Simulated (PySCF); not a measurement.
An unknown is described by computed data only.

Formula: C6H9Al.

| Item | Value |
| --- | --- |
| Triplet | lowest triplet excitation (Tamm–Dancoff): 4.08 eV [TDA wB97X-D/def2-SVPD] |
| NMR, other nuclei | isotropic shieldings of nuclei other than C and H, by class: 325 (1 Al) ppm [GIAO B3LYP/pcSseg-1 (pcSseg-2 on Al)] |
| 13C NMR | chemical shifts (computed TMS as zero) by class: 153.1 (3 C), 149.3 (3 C) ppm [GIAO B3LYP/pcSseg-1 (pcSseg-2 on Al)] |
| XPS | C1s 289.5 (×3), C1s 290.3 (×3), Al1s 1565.8 eV [ΔSCF SCAN, pcX-2 on the ionised atom, pcseg-1 elsewhere, spin-free X2C] |
| Rotational structure | rotational constants A, B, C: 2.721, 1.460, 0.967 GHz [PBE0-D3(BJ)/def2-SVP] |
| UV, first state | lowest singlet excitation: 5.09 eV (244 nm, f = 0.001) [TDDFT wB97X-D/def2-SVPD] |
| Dipole | 0.06 D [wB97X-D/def2-SVPD] |
| UV, strongest line | among the 15 lowest singlet transitions: S4 at 5.97 eV (208 nm, f = 0.385) [TDDFT wB97X-D/def2-SVPD] |
| 1H NMR | chemical shifts (computed TMS as zero) by class: 6.80 (1 H), 6.75 (1 H), 6.75 (1 H), 6.63 (3 H), 6.46 (3 H) ppm [GIAO B3LYP/pcSseg-1 (pcSseg-2 on Al)] |

Gas-phase values; electronic properties from PySCF, density fitting. Levels stand in brackets. The structure is a single PBE0-D3(BJ)/def2-SVP conformer in the gas phase; no vibrational or solvent corrections. Each NMR value is the plain mean over a class of atoms that symmetry, rotation or inversion makes alike.

Problem. Give a SMILES that accounts for the data.

Solution. 6 carbons fall into 2 classes; from least to most shielded: carbon bonded to C and 2 H (153.1 ppm, 3 C), carbon bonded to Al, C and H (149.3 ppm, 3 C, up to 4.8 ppm apart in this geometry). Hydrogen classes from least to most shielded: 1 H on a carbon bonded to C and 2 H (6.80 ppm), 1 H on a carbon bonded to C and 2 H (6.75 ppm), 1 H on a carbon bonded to C and 2 H (6.75 ppm), 3 H on 3 like atoms (carbon bonded to Al, C and H) (6.63 ppm), 3 H on 3 like atoms (carbon bonded to C and 2 H) (6.46 ppm). The other shieldings belong to: 325 ppm, aluminium bonded to 3 C. The core levels belong to: C1s 289.5 eV, carbon bonded to Al, C and H; C1s 290.3 eV, carbon bonded to C and 2 H; Al1s 1565.8 eV, aluminium bonded to 3 C. One atom of each topological class was ionised and stands for its class. The optimised geometry has point group C1 and is an asymmetric top. Structure: Al(vinyl)3, `[CH]([Al]([CH]=C)[CH]=C)=C`. Computed isomers that give other values at the same levels: `C#C[C@H]1CC[CH2][AlH]1` (rotational constant A: 4.027 GHz; this holds for the one conformer computed); `C#C[C@H]1C[CH2][AlH][CH2]1` (rotational constant A: 2.943 GHz; this holds for the one conformer computed). The assignments are read from this structure; whether some other isomer fits the data as well wasn't checked.
